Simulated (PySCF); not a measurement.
## How methods differ on the excitation energy of Au²⁺

Au²⁺ [Xe] 4f14 5d9 (2D) → Au²⁺ [Xe] 4f14 5d8 6p1 (high-spin determinant), as a difference of total energies. Computed with PySCF 2.14 in def2-QZVPPD with the def2 core potential (60 electrons), with scalar relativity through the core potential. Correlated levels: valence: 5s2 5p6 frozen; valence and next inner shell: nothing frozen outside the core potential. The calculations carry no spin-orbit coupling.

```json
{"method": "UHF", "excitation energy (eV)": "12.260"}
{"method": "LDA", "excitation energy (eV)": "12.977"}
{"method": "PBE", "excitation energy (eV)": "12.759"}
{"method": "PBE0", "excitation energy (eV)": "12.868"}
{"method": "r2SCAN", "excitation energy (eV)": "12.630"}
{"method": "PW91", "excitation energy (eV)": "12.764"}
{"method": "CAM-B3LYP", "excitation energy (eV)": "12.890"}
{"method": "BHandHLYP", "excitation energy (eV)": "12.881"}
{"method": "BLYP", "excitation energy (eV)": "12.679"}
{"method": "MP2 (valence)", "excitation energy (eV)": "13.245"}
{"method": "SCS-MP2 (valence)", "excitation energy (eV)": "13.340"}
{"method": "MP2 (valence and next inner shell)", "excitation energy (eV)": "13.093"}
{"method": "SCS-MP2 (valence and next inner shell)", "excitation energy (eV)": "13.108"}
```

How much does correlation contribute at MP2 (valence and next inner shell)?

13.093 − (12.260) = 0.833 eV, measured against UHF.

The determinant of the upper state mixes LS terms, which raises its energy above the lowest term, most at the Hartree-Fock and MP2 levels.
